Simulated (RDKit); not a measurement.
RDKit input (UFF):

```python
from rdkit import Chem
from rdkit.Chem import AllChem, rdDetermineBonds

mol = Chem.MolFromXYZFile('mol.xyz')
rdDetermineBonds.DetermineBonds(mol, charge=0)
print('SMILES', Chem.MolToSmiles(Chem.RemoveHs(mol)))
ff = AllChem.UFFGetMoleculeForceField(mol)
e0 = ff.CalcEnergy()
flag = ff.Minimize(maxIts=5000, forceTol=1e-5)
print(f'energy {e0:.4f} -> {ff.CalcEnergy():.4f} kcal/mol, converged: {flag == 0}')
print(Chem.MolToXYZBlock(mol))
```
mol.xyz:
```
8

O     -0.99833100     1.33813000     0.31779800
B     -0.49002000     0.08318600     0.11462000
O     -1.34000000    -0.97632500     0.18243300
P      1.35053900    -0.26493200    -0.40923200
H     -0.35611200     2.05118500     0.27371000
H     -2.24856000    -0.71293500     0.37675800
H      1.94961500     0.68821200     0.45409100
H      1.55372400    -1.36284700     0.45897800
```

Output:

```
SMILES OB(O)P
energy 35.2825 -> -0.0893 kcal/mol, converged: True
8

O     -0.540953    1.772959    0.580966
B     -0.413611    0.339823    0.332360
O     -1.105575   -0.614743    1.194203
P      0.668732   -0.289838   -1.136362
H      0.202191    1.986159    1.200023
H     -1.987528   -0.746808    0.763364
H      1.919340    0.064471   -0.487744
H      0.678259   -1.668349   -0.677654
```

The geometry given is a B3LYP-D3(BJ)/def2-TZVP minimum.
